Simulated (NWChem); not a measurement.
Species: SbH3O; SMILES [SbH2][OH]

def2 effective core potentials on Sb; no spin-orbit coupling.

**Question.** Give the equilibrium geometry at PBE0/def2-SVP with def2 effective core potentials on Sb (NWChem) as an XYZ file, with the point group.

**Answer.** point group Cs; any orientation.
```
5

Sb     0.0302     0.2352    -0.0424
H     -0.5223     0.5143    -1.6482
H     -1.5840     0.3583     0.5410
O     -0.0007    -1.7612    -0.1990
H      0.8222    -2.0975     0.1745
```
